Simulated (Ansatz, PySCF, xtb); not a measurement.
Complex: H2S (SMILES S) (first 3 atoms) with AsH3 (SMILES [AsH3]); geometry from B3LYP-D3(BJ)/def2-TZVP, rigid monomers moved along the line of their centres of mass till S1···As4 is 3.39 Å.
(charge 0, multiplicity 1):
```xyz
7

S     -0.2802     0.3788     0.3564
H     -0.4254    -0.9557     0.3469
H      1.0057     0.2911     0.7316
As    -0.0579    -0.5403     3.6138
H     -1.5273    -0.7821     3.2954
H     -0.2651     0.9644     3.7191
H     -0.2847    -0.7409     5.1114
```

Interaction energies are E(AB) − E(A) − E(B) at the monomers' geometry in the complex; basis-set methods are counterpoise corrected. Rows marked so take none.

Rows in STO-3G carry no dispersion term and start afresh at each structure; the Pople sets are all-electron and without relativity.

The values were computed with Ansatz (an electronic-structure program) with Gaussian orbitals; PySCF for STO-3G rows, the dispersion terms; xtb for the GFN methods. 

Question: One of these levels gives 62.7 meV for the interaction energy. Name it.
(A) HF/STO-3G (no counterpoise)
(B) PBE/def2-TZVPPD
(C) PBE-D3(BJ)/def2-TZVPPD
(D) GFN2-xTB

Answer: A, HF/STO-3G (no counterpoise). The others give -128.8 (GFN2-xTB), 23.6 (PBE/def2-TZVPPD), -34.6 (PBE-D3(BJ)/def2-TZVPPD)
